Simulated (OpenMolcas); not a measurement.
# Pr3+: effect of the active space

| Item | Value |
| --- | --- |
| Program | OpenMolcas 26.06 |
| Method | CASSCF or its RAS form |
| Basis | ANO-R2 |
| Scalar Hamiltonian | X2C, finite nucleus |
| Spin-orbit coupling | state interaction with AMFI integrals over the reference wave functions, term energies averaged over their components |

A. 2 electrons in 7 orbitals (4f); 2S+1 = 3 even, 21 roots; 2S+1 = 1 even, 28 roots; cost about 15 core-seconds
B. 2 electrons in 12 orbitals (RAS2 4f; RAS3 5d, at most 1 electron); 2S+1 = 3 even, 21 roots; 2S+1 = 1 even, 28 roots; 2S+1 = 3 odd, 35 roots; 2S+1 = 1 odd, 35 roots; cost of the order of 29 core-seconds
C. 2 electrons in 14 orbitals (4f 5f); 2S+1 = 3 even, 21 roots; 2S+1 = 1 even, 27 roots; cost about 16 core-seconds

Energies in cm-1 above 4f2 3H4, the measured ground level; measured values from Martin, Zalubas and Hagan, Atomic Energy Levels: The Rare-Earth Elements, NSRDS-NBS 60 (1978).

```csv
Level,A,B,C,Measured
4f2 3H4,0.0,0.0,0.0,0.0
4f2 3H5,2287,2287,2306,2152
4f2 3H6,4708,4708,4736,4389
4f2 3F2,6820,6820,6731,4997
4f2 3F3,8288,8288,8199,6415
4f2 3F4 [51 %],11431,11431,11286,
4f2 1D2,23579,23579,23069,17334
4f2 1I6,28199,28199,27545,22212
4f2 3P0,29652,29652,29074,21390
4f2 3P1,30291,30291,29473,22007
4f2 3P2,31503,31503,30666,23161
```

Deviations, from unrounded energies. A percentage is the sum of absolute deviations over the sum of measured energies, with the sign that they share, or ± where signs differ.

```tsv
Against measurement	Levels	A	B	C
mean absolute deviation (cm-1)	9	4600	4600	4200
fine structure of the ground term (%)	2	+6.9	+6.9	+7.7
other terms of the ground configuration (%)	7	+34.7	+34.7	+31.7
```

C lies closest to measurement on these levels and A furthest from it. The largest miss of C in the table is 4f2 3P0, by +7700 cm-1. The ranking rests on the paired levels alone, and a cruder setting can come out closer through cancelling errors.

The spin-orbit steps hold different terms of 4f2 (C lacks 1S), which shifts levels as well.

Among A to C the level of the table that moves most is 4f2 3P2, by 840 cm-1 (lowest in C, highest in A).

Without dynamic correlation excited terms often stand tens of per cent too high (terms of higher spin than the ground term too low), and those without a measured partner can miss by more than the paired ones. Some levels mix across a computed gap that differs much from the measured one, so their mixing is not that of the real levels. Active for correlation alone: 5f; no level in the range computed is led by a configuration that fills it, so any true level of that kind is missing (holds for C). Measured partners are found by configuration, term and J. A level has none where our copy of the source lacks it or the pairing is in doubt (some pairs that miss far off the trend of their configuration count as doubtful), and it then counts in no deviation. Levels of configurations outside the active space are missing. Levels that lie high or do not pair safely by name in every column are left out.

A share in square brackets marks a mixed level and gives the weight of the term that names it, the lowest over the columns.
